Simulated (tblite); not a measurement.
C$_{6}$H$_{6}$, triplet, at a GFN2-xTB geometry (a higher spin typed on purpose: for a closed-shell molecule this is an excited state); tblite with GFN1-xTB.

tblite was given this input:
```
$ tblite run mol.xyz --method gfn1 --charge 0 --spin 2 --efield 0,0,0.1 --json tblite.json --no-restart

# file mol.xyz
12

C     -0.84506378     1.12846096     0.22175988
C     -1.39443514    -0.06865515    -0.09830087
C     -0.57097837    -1.20700359    -0.30573960
C      0.82993445    -1.12351932    -0.08797213
C      1.40682046     0.06054851     0.23221639
C      0.60278941     1.27193957     0.08684995
H     -1.44888616     1.98096673     0.49236662
H     -2.46819299    -0.19836118    -0.08793953
H     -1.03058254    -2.17716369    -0.40813274
H      1.40885967    -2.03697827    -0.06993663
H      2.44694749     0.13344312     0.51045673
H      0.91745239     1.92746746    -0.72969618
```

It wrote (shortened):

```
xTB calculator
 | screened Coulomb repulsion
 | Coulomb electrostatics
 |  * isotropic Klopman-Ohno-Mataga-Nishimoto electrostatics
 |  * onsite third-order electrostatics
 | DFT-D3(BJ) dispersion correction
 | Interactions (1)
 | [1] electric field

halogen bonding energy    0.0000000000000E+00 Eh
repulsion energy          2.7746573390004E-01 Eh
dispersion energy        -4.6791714558148E-03 Eh
interaction energy        0.0000000000000E+00 Eh
number of electrons       3.0000000000000E+01 e
integral cutoff           1.9731147476801E+01 bohr

------------------------------------------------------------
  cycle        total energy    energy error   density error
------------------------------------------------------------
      1     -15.74026448300  -1.6013051E+01   4.2884109E-01
      2     -15.74075090932  -4.8642632E-04   2.5684600E-01
      3     -15.74046654285   2.8436647E-04   6.5050225E-03
      4     -15.74075346174  -2.8691888E-04   2.1607635E-03
      5     -15.74079008368  -3.6621940E-05   1.7470561E-04
      6     -15.74079017274  -8.9054975E-08   2.7010798E-05
      7     -15.74079017488  -2.1431710E-09   4.7850510E-06
------------------------------------------------------------

electronic energy        -1.6013576737323E+01 Eh
total energy             -1.5740790174878E+01 Eh

Post processing:
 | Mayer-Wiberg bond orders

[Info] JSON dump of results written to 'tblite.json'
```
